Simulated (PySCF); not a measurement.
**C₆ coefficients of unlike pairs at UHF**

Calculated with PySCF 2.14 from the dipole response of each species, C₆(A,B) = (3/π) ∫ α_A(iu) α_B(iu) du, in atomic units, from isotropic polarisabilities. For ions this is the dispersion term alone; charge-induced terms of lower order in 1/R come first.

| species | configuration | basis | relativity | α (bohr³) | C₆ (like pair) |
| --- | --- | --- | --- | --- | --- |
| Pb³⁺ | [Xe] 4f14 5d10 6s1 (2S) | aug-cc-pVQZ-PP with one added diffuse shell each of s, p, d, f, g type with ECP60MDF (8s8p6d4f3g) | core potential | 9.949 | 50.74 |
| Xe³⁺ | [Kr] 4d10 5s2 5p3 (4S) | aug-cc-pwCVTZ-PP with ECP28MDF (8s7p6d4f1g) | core potential | 9.727 | 57.88 |
| Ar³⁺ | [Ne] 3s2 3p3 (4S) | dyall-acv3z (19s12p6d4f) | spin-free X2C | 3.680 | 10.000 |
| Al⁺ | [Ne] 3s2 (1S) | dyall-av3z (19s12p3d2f) | spin-free X2C | 26.14 | 137.8 |

(1) Estimate C₆ for Ar³⁺ with Pb³⁺.

No spin-orbit coupling is included.

The other pairs:

```csv
pair,C₆
"Ar³⁺, Xe³⁺",23.97
"Al⁺, Xe³⁺",76.67
"Xe³⁺, Pb³⁺",54.02
"Al⁺, Pb³⁺",72.87
"Al⁺, Ar³⁺",30.48
```

## Answers

(1) The integral gives 22.35. The combination rule 2 C_A C_B / (C_A α_B/α_A + C_B α_A/α_B) gives 22.16 and the geometric mean 22.53.
